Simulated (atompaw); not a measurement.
Pseudopotential generation for V (Z = 23): PAW (atompaw), PBE, scalar-relativistic.

atompaw 4.2.0.5 input, output lines left out:

```
V 23
GGA-PBE scalarrelativistic loggrid 1500 logderivrange -2 5 176
4 4 3 0 0 0
4 0 1
4 1 1
3 2 3
0 0 0
c
c
c
v
c
c
v
v
2
3.00 2.90 2.20 2.95
y
2.4
n
y
3.35
n
y
0.15
n
bloechl sinc
3 -0.5 troulliermartins
```

Task: Estimate the cutoffs (Ry, on a coarse ladder) from which the occupation-weighted sum of valence levels, in a spherical-Bessel basis at the reference potential, stays within 10 and 1 mRy of its value at 400 Ry.

Result: 30 Ry and 35 Ry.

Task: Does the potential have ghost states?

Result: No extra level below or beside the all-electron valence levels (s, p, d, f tested). The logarithmic derivative shows an extra or strongly shifted pseudo pole above the reference energy (s near 1.58 Ry).

Task: Is the overlap operator S = 1 + Σ q|β⟩⟨β| positive definite (Bessel basis up to 400 Ry)?

Result: Yes: its lowest eigenvalue is 0.28 (s channel).

Task: Which valence shell sets the plane-wave cutoff?

Result: 3d: its level needs 30 Ry to come within 1 mRy, against 12 Ry for 4s.
